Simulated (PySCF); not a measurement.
PySCF job for 4,4-dichlorobut-1-yne (C4H4Cl2), SMILES C#CCC(Cl)Cl, TDA-M06-2X/def2-SVPD. Geometry: B3LYP-D3(BJ)/def2-SVP. Other conformers were not sampled.

```python
import numpy as np
from pyscf import gto, scf, dft, tdscf

mol = gto.M(
    atom='''
    C    -2.00756164   -0.01142675    2.50130046
    C    -1.28222098   -0.46110653    1.64341008
    C    -0.38764985   -0.99137091    0.61879082
    C     0.51411472    0.07896130   -0.00006881
    Cl    1.69695480   -0.70036442   -1.10695178
    Cl   -0.44791832    1.32116093   -0.86148306
    H    -2.65762734    0.38578590    3.25792895
    H     0.26772979   -1.76471791    1.05341804
    H    -0.96030270   -1.47246426   -0.19110659
    H     1.09648645    0.60751302    0.76255658
    ''',
    basis='def2-SVPD',
    charge=0,
    spin=0,
    max_memory=1600,
    verbose=4,
)
mf = dft.RKS(mol, xc='m06-2x').density_fit(auxbasis='def2-universal-jkfit')
mf.grids.level = 4
mf.conv_tol = 1e-9
mf.max_cycle = 100
mf.kernel()
mf.grids = dft.Grids(mol).set(level=2).build(with_non0tab=True)  # coarser grid for the response kernel
td = tdscf.TDA(mf)
td.singlet = True
td.nstates = 10
td.conv_tol = 1e-4
td.positive_eig_threshold = 1e-6
td.kernel(x0=td.get_init_guess(mf, 15))
td.analyze()
tt = tdscf.TDA(mf)
tt.singlet = False
tt.nstates = 4
tt.conv_tol = 1e-4
tt.positive_eig_threshold = 1e-6
tt.kernel(x0=tt.get_init_guess(mf, 9))
tt.analyze(verbose=3)
```

Program output:

```
PySCF version 2.14.0

[INPUT] verbose = 4
[INPUT] num. atoms = 10
[INPUT] num. electrons = 62
[INPUT] charge = 0
[INPUT] spin (= nelec alpha-beta = 2S) = 0
[INPUT] symmetry False subgroup None
[INPUT] Mole.unit = angstrom
[INPUT] Symbol           X                Y                Z      unit          X                Y                Z       unit  Magmom
[INPUT]  1 C     -2.007561640000  -0.011426750000   2.501300460000 AA   -3.793741677783  -0.021593427994   4.726772824649 Bohr   0.0
[INPUT]  2 C     -1.282220980000  -0.461106530000   1.643410080000 AA   -2.423046483371  -0.871365055949   3.105594961550 Bohr   0.0
[INPUT]  3 C     -0.387649850000  -0.991370910000   0.618790820000 AA   -0.732552048729  -1.873419507761   1.169345178195 Bohr   0.0
[INPUT]  4 C      0.514114720000   0.078961300000  -0.000068810000 AA    0.971536017407   0.149215231440  -0.000130032055 Bohr   0.0
[INPUT]  5 Cl     1.696954800000  -0.700364420000  -1.106951780000 AA    3.206779817766  -1.323496941190  -2.091835697300 Bohr   0.0
[INPUT]  6 Cl    -0.447918320000   1.321160930000  -0.861483060000 AA   -0.846442950975   2.496632324176  -1.627967044352 Bohr   0.0
[INPUT]  7 H     -2.657627340000   0.385785900000   3.257928950000 AA   -5.022187813756   0.729029693719   6.156593448792 Bohr   0.0
[INPUT]  8 H      0.267729790000  -1.764717910000   1.053418040000 AA    0.505935978487  -3.334833537015   1.990671590276 Bohr   0.0
[INPUT]  9 H     -0.960302700000  -1.472464260000  -0.191106590000 AA   -1.814709099680  -2.782554179610  -0.361139115700 Bohr   0.0
[INPUT] 10 H      1.096486450000   0.607513020000   0.762556580000 AA    2.072059089797   1.148033224907   1.441023090685 Bohr   0.0

nuclear repulsion = 316.788301883692
number of shells = 70
number of NR pGTOs = 250
number of NR cGTOs = 166
basis = def2-SVPD
ecp = {}


[settings echo left out]
init E= -1075.41141847601
  HOMO = -0.315527981321083  LUMO = -0.0409149207848025  gap/eV = 7.47260
cycle= 1 E= -1074.60196034386  delta_E= 0.809  |g|= 0.515  |ddm|= 7.32
  HOMO = -0.333070555310904  LUMO = -0.0343603989057182  gap/eV = 8.12832
cycle= 2 E= -1074.56236874085  delta_E= 0.0396  |g|= 0.691  |ddm|= 2.62
  HOMO = -0.343897319130342  LUMO = 0.0114586596711304  gap/eV = 9.66973
cycle= 3 E= -1074.67817098356  delta_E= -0.116  |g|= 0.0667  |ddm|= 1.46
  HOMO = -0.352460773739469  LUMO = 0.00861769654236344  gap/eV = 9.82545
cycle= 4 E= -1074.67845882294  delta_E= -0.000288  |g|= 0.063  |ddm|= 0.174
  HOMO = -0.3505437487334  LUMO = 0.00967354009107124  gap/eV = 9.80201
cycle= 5 E= -1074.67942599869  delta_E= -0.000967  |g|= 0.0106  |ddm|= 0.111
  HOMO = -0.348627970023935  LUMO = 0.0107041499610072  gap/eV = 9.77793
cycle= 6 E= -1074.6794547861  delta_E= -2.88e-05  |g|= 0.00202  |ddm|= 0.0293
  HOMO = -0.349152594566252  LUMO = 0.0106207992874348  gap/eV = 9.78993
cycle= 7 E= -1074.6794562326  delta_E= -1.45e-06  |g|= 0.00051  |ddm|= 0.00621
  HOMO = -0.349089926373684  LUMO = 0.0105949560565248  gap/eV = 9.78752
cycle= 8 E= -1074.67945632469  delta_E= -9.21e-08  |g|= 0.000155  |ddm|= 0.00194
  HOMO = -0.349079540837029  LUMO = 0.0106074645115681  gap/eV = 9.78758
cycle= 9 E= -1074.67945633369  delta_E= -8.99e-09  |g|= 3.69e-05  |ddm|= 0.000478
  HOMO = -0.349084158200033  LUMO = 0.0106089767593396  gap/eV = 9.78775
cycle= 10 E= -1074.67945633424  delta_E= -5.48e-10  |g|= 1.05e-05  |ddm|= 0.000143
  HOMO = -0.349082245237013  LUMO = 0.0106077289793536  gap/eV = 9.78766
Extra cycle  E= -1074.67945633426  delta_E= -2.73e-11  |g|= 6.93e-06  |ddm|= 4.47e-05
converged SCF energy = -1074.67945633426
tot grids = 89816
Overwritten attributes  positive_eig_threshold  of <class 'pyscf.tdscf.rks.TDA'>


******** <class 'pyscf.tdscf.rks.TDA'> for <class 'pyscf.df.df_jk.DFRKS'> ********
nstates = 10 singlet
deg_eia_thresh = 1.000e-03
wfnsym = None
conv_tol = 0.0001
eigh lindep = 1e-12
eigh level_shift = 0
eigh max_cycle = 100


Excitation energies (eV)
[6.00400452 6.83075862 6.96629003 7.04517621 7.09400377 7.2325491
 7.42720153 7.79287979 7.90112321 8.09209589]

** Singlet excitation energies and oscillator strengths **
Excited State   1:      6.00400 eV    206.50 nm  f=0.0000
      30 -> 35       -0.14417
      30 -> 36       -0.12638
      30 -> 37        0.28543
      31 -> 32        0.34599
      31 -> 35       -0.24137
      31 -> 36        0.10444
      31 -> 37       -0.12296
      31 -> 38       -0.23311
      31 -> 39        0.13898
      31 -> 40        0.12287
      31 -> 42        0.10154
Excited State   2:      6.83076 eV    181.51 nm  f=0.0080
      28 -> 32        0.36621
      30 -> 32       -0.44757
      30 -> 35        0.10435
      31 -> 32        0.12891
      31 -> 37       -0.17983
Excited State   3:      6.96629 eV    177.98 nm  f=0.0095
      26 -> 34       -0.13222
      28 -> 32       -0.12972
      29 -> 32       -0.58656
      29 -> 33       -0.11285
      29 -> 39        0.12919
Excited State   4:      7.04518 eV    175.98 nm  f=0.0028
      28 -> 32        0.11694
      29 -> 32       -0.10169
      30 -> 32        0.13561
      30 -> 33       -0.10317
      30 -> 34       -0.10822
      30 -> 36        0.20085
      30 -> 37       -0.38116
      30 -> 39        0.11741
      31 -> 32        0.28908
      31 -> 35       -0.17165
      31 -> 37        0.21171
      31 -> 38       -0.10400
Excited State   5:      7.09400 eV    174.77 nm  f=0.0077
      28 -> 32        0.35881
      29 -> 32       -0.12136
      30 -> 35       -0.23984
      30 -> 37        0.23462
      30 -> 38       -0.13509
      30 -> 40        0.12033
      31 -> 32       -0.13647
      31 -> 36       -0.13300
      31 -> 37        0.24066
Excited State   6:      7.23255 eV    171.43 nm  f=0.0002
      27 -> 32       -0.52758
      27 -> 33       -0.10127
      27 -> 39        0.10186
      28 -> 33        0.14116
      28 -> 34        0.23993
      29 -> 34        0.12236
      30 -> 34       -0.13043
Excited State   7:      7.42720 eV    166.93 nm  f=0.0050
      26 -> 32       -0.47070
      28 -> 34        0.10905
      29 -> 33       -0.17808
      29 -> 34       -0.31066
      29 -> 40       -0.12295
Excited State   8:      7.79288 eV    159.10 nm  f=0.0321
      31 -> 32       -0.24199
      31 -> 33        0.47929
      31 -> 34       -0.25270
      31 -> 35       -0.27407
      31 -> 37       -0.12490
      31 -> 38       -0.16352
Excited State   9:      7.90112 eV    156.92 nm  f=0.0476
      30 -> 32       -0.24641
      30 -> 33        0.47679
      30 -> 34       -0.26125
      30 -> 35       -0.24509
      30 -> 38       -0.13070
Excited State  10:      8.09210 eV    153.22 nm  f=0.0117
      26 -> 32        0.14130
      27 -> 32        0.18549
      28 -> 32       -0.27472
      30 -> 32       -0.20294
      30 -> 33       -0.34958
      30 -> 34       -0.25801
      31 -> 32        0.12232
      31 -> 33        0.15609
      31 -> 34        0.13876

** Transition electric dipole moments (AU) **
state          X           Y           Z        Dip. S.      Osc.
  1        -0.0030     -0.0109     -0.0016      0.0001      0.0000
  2        -0.1043     -0.0739      0.1776      0.0479      0.0080
  3         0.1432     -0.1829      0.0384      0.0554      0.0095
  4         0.0898     -0.0538     -0.0728      0.0163      0.0028
  5         0.1692     -0.0572     -0.1124      0.0446      0.0077
  6         0.0000     -0.0300     -0.0075      0.0010      0.0002
  7         0.1075     -0.0052     -0.1256      0.0274      0.0050
  8        -0.1810      0.1018     -0.3535      0.1681      0.0321
  9        -0.4171     -0.2253      0.1458      0.2460      0.0476
 10        -0.1355     -0.0153      0.2015      0.0592      0.0117

** Transition velocity dipole moments (imaginary part, AU) **
state          X           Y           Z        Dip. S.      Osc.
  1         0.0015     -0.0010      0.0010      0.0000      0.0000
  2        -0.0663     -0.0855      0.0016      0.0117      0.0311
  3         0.0858     -0.0233      0.0303      0.0088      0.0230
  4         0.0204     -0.0189     -0.0255      0.0014      0.0037
  5         0.0054     -0.0504     -0.0522      0.0053      0.0135
  6        -0.0052     -0.0063      0.0014      0.0001      0.0002
  7         0.0401      0.0283     -0.1117      0.0149      0.0363
  8        -0.0413      0.0252     -0.0986      0.0121      0.0281
  9        -0.0935     -0.0554      0.0295      0.0127      0.0291
 10        -0.0280     -0.0007      0.0337      0.0019      0.0043

** Transition magnetic dipole moments (imaginary part, AU) **
state          X           Y           Z
  1        -0.0878      0.0616      0.0924
  2        -0.1143     -0.1389      0.0306
  3        -0.3614     -0.2886     -0.1835
  4        -0.0667     -0.2090      0.0477
  5        -0.0647     -0.1583     -0.0418
  6         0.0252      0.0509      0.2356
  7         0.0258     -0.1826     -0.0222
  8         0.4861      0.9226      0.0798
  9        -0.7028      0.4880     -0.5241
 10         0.3984      0.1851     -0.0482


******** <class 'pyscf.tdscf.rks.TDA'> for <class 'pyscf.df.df_jk.DFRKS'> ********
nstates = 4 triplet
deg_eia_thresh = 1.000e-03
wfnsym = None
conv_tol = 0.0001
eigh lindep = 1e-12
eigh level_shift = 0
eigh max_cycle = 100


Excitation energies (eV)
[5.52505045 5.96590001 6.28589631 6.3177607 ]

** Triplet excitation energies and oscillator strengths **
Excited State   1:      5.52505 eV    224.40 nm  f=0.0000
Excited State   2:      5.96590 eV    207.82 nm  f=0.0000
Excited State   3:      6.28590 eV    197.24 nm  f=0.0000
Excited State   4:      6.31776 eV    196.25 nm  f=0.0000
```

The calculation finished and met its thresholds.
